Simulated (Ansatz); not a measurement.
`F[SiH2][SiH](Cl)Cl` → `F[SiH](Cl)Cl` + `[SiH2]` at 400 K and 1 bar (silylene formation by 1,1-elimination).

Calculated with Ansatz (gas phase, PBE0-D4/def2-TZVP geometries, no zero-point term in ΔE). CCSD(T)/CBS adds triple-zeta CCSD(T) − MP2 to the extrapolated MP2 energy (def2 sets, frozen cores). This one scheme is used for every species. Each species was taken in one conformer, which may not be the lowest.

| species | CCSD(T)/CBS energy (Eh) | H − E (kJ/mol) | S (J/(mol·K)) |
| --- | --- | --- | --- |
| `F[SiH2][SiH](Cl)Cl` | -1599.46845 | 120.3 | 412.8 |
| `F[SiH](Cl)Cl` | -1309.19911 | 63.5 | 333.9 |
| `[SiH2]` | -290.19011 | 44.2 | 218.1 |

H − E and S are ideal-gas, rigid-rotor, harmonic terms from PBE0-D4/def2-TZVP, for one conformer and one mirror image of each species. 1 Eh = 2625.50 kJ/mol, R = 8.31446 J/(mol·K).

By hand: ΔE, ΔH, ΔS and ΔG.

ΔE = (-1309.19911) + (-290.19011) − (-1599.46845) = 0.07923 Eh = 208.0 kJ/mol. Δ(H − E) = 63.5 + 44.2 − 120.3 = -12.6, so ΔH = 195.4 kJ/mol. ΔS = 333.9 + 218.1 − 412.8 = 139.2 J/(mol·K). ΔG = 195.4 − 400 × (139.2)/1000 = 139.7 kJ/mol.

By hand: the equilibrium constant, and the temperature at which ΔG would vanish if ΔH and ΔS stayed fixed.

log₁₀ K = −ΔG/(RT ln 10) = -18.2. ΔG = 0 at ΔH/ΔS = 1404 K.

The number of gas molecules changes by +1, which sets the sign of ΔS. A doubt of 5 kJ/mol in ΔE shifts log₁₀ K by 0.7 here. Other conformers and mirror images would add mixing entropy, several J/(mol·K) or more a flexible species. Modes under 60 cm⁻¹, often nearly free rotors, make the harmonic entropy too high. These are equilibria of isolated gas molecules and say nothing of rates. Largest T1 diagnostic: 0.014 (customary marks: 0.02 for closed shells, 0.045 for open ones).
